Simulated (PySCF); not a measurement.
C₆ coefficients of unlike pairs at PBE0

Calculated with PySCF 2.14 from the dipole response of each species, C₆(A,B) = (3/π) ∫ α_A(iu) α_B(iu) du, in atomic units, from isotropic polarisabilities. For ions this is the dispersion term alone; charge-induced terms of lower order in 1/R come first.

| species | configuration | basis | relativity | α (bohr³) | C₆ (like pair) |
| --- | --- | --- | --- | --- | --- |
| Co³⁺ | [Ar] 3d6 (5D) | x2c-QZVPPall with one added diffuse shell each of s, p, d, f, g type (12s8p6d5f3g) | spin-free X2C | 1.781 | 4.255 |
| K | [Ar] 4s1 (2S) | dyall-acv3z (25s18p7d3f) | none | 353.5 | 5184 |
| Ba⁺ | [Xe] 6s1 (2S) | aug-cc-pwCVTZ-X2C (11s10p8d4f) | spin-free X2C | 142.0 | 1587 |
| Ga | [Ar] 3d10 4s2 4p1 (2P) | aug-cc-pVQZ-PP with one added diffuse shell each of s, p, d, f, g type with ECP10MDF (8s7p6d4f3g) | core potential | 59.93 | 506.3 |

(1) Estimate C₆ for Ga with Ba⁺.

No spin-orbit coupling is included.

The other pairs:

```json
{"pair": "Ga, Co³⁺", "C₆": "30.20"}
{"pair": "K, Co³⁺", "C₆": "57.58"}
{"pair": "Ba⁺, Co³⁺", "C₆": "46.86"}
{"pair": "Ga, K", "C₆": "1367"}
{"pair": "Ba⁺, K", "C₆": "2716"}
```

## Answers

(1) The integral gives 866.8. The combination rule 2 C_A C_B / (C_A α_B/α_A + C_B α_A/α_B) gives 859.6 and the geometric mean 896.4.
